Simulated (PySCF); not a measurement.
System: C4H5GeO, charge 0, multiplicity 2. It need not be the lowest isomer of its formula. 
Structure (B3LYP-D3(BJ)/def2-TZVP (Ansatz) minimum search):
```xyz
11

Ge     1.5520     0.0854    -0.0125
C     -0.3856     0.1187    -0.0497
C     -1.3141     1.0307    -0.4057
C     -2.6249     0.5204    -0.2297
C     -2.4160    -0.7359     0.2471
O     -1.0888    -1.0075     0.3665
H      2.0728    -1.0398    -0.9207
H      2.0305     1.4503    -0.5217
H      2.0430    -0.1548     1.4238
H     -3.5702     0.9966    -0.4215
H     -3.0852    -1.5274     0.5375
```
Charge 0, spin multiplicity 2.

Dispersion corrections to the total energy (kcal/mol) from the dftd3 and dftd4 libraries through PySCF: D3(BJ) without and D4 with the three-body term, each with the damping fitted for the functional named.

| functional | D3(BJ) | D4 |
|---|---|---|
| B2GP-PLYP | -4.23 | ? |
| revPBE | -14.54 | -19.54 |
| BLYP | -12.72 | -13.76 |
| TPSS | -7.44 | -8.38 |
| B3LYP | ? | -10.01 |
| PBE0 | -5.13 | -5.23 |
| TPSSh | -6.88 | ? |

### Question
Some entries are withheld; supply them.

### Answer

- B2GP-PLYP, D4: -2.62
- B3LYP, D3(BJ): -10.44
- TPSSh, D4: -7.59
